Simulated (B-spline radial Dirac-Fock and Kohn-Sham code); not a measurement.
## V¹⁰⁺: eigenvalues, ΔSCF and the reference

System: the V¹⁰⁺ ion in the configuration [Ne] 3s2 3p1.

The density-functional columns are spherical, spin-unpolarised Dirac-Kohn-Sham results without Breit or QED terms: −ε is minus the orbital energy of the initial state and ΔSCF the difference of two total energies. The reference in the last column comes from Dirac-Fock energy differences between relaxed states, corrected for Breit and QED terms. All numbers are from a radial finite-basis atomic code, in eV; a selection of levels is shown.

| level | LDA −ε | LDA ΔSCF | Dirac-Fock |
| --- | --- | --- | --- |
| 1s | 5603.3 | 5753.1 | 5744.4 |
| 2s | 841.7 | 876.1 | 894.3 |
| 2p1/2 | 750.2 | 789.2 | 786.9 |
| 2p3/2 | 743.0 | 781.7 | 779.8 |
| 3s | 269.1 | 282.6 | 279.5 |
| 3p | 241.2 | 254.7 | 253.9 |

Values without a named source are computed, but for edge energies of neutral atoms, which are taken from tables.
